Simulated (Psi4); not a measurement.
Pair of molecules, SMILES CO with SMILES Br (the first has 6 atoms); geometry from B3LYP-D3(BJ)/def2-TZVP, rigid monomers moved along the line of their centres of mass till O2···H8 is 2.04 Å.
(charge 0, multiplicity 1):
```xyz
8

C      0.561    -0.278    -0.170
O     -0.532    -0.253     0.755
H      0.200    -0.232    -1.200
H      1.076    -1.223    -0.016
H      1.261     0.541     0.013
H     -1.010     0.578     0.662
Br     0.887    -0.421     3.941
H      0.195    -0.387     2.658
```

Method: SAPT0/aug-cc-pVDZ run with Psi4 1.11.

Task: Which attractive term is largest, and how does the interaction split up?

Result: electrostatics -338.8, exchange 319.8, induction -132.8, dispersion -118.5, total -270.3 meV; the largest attraction is electrostatics.
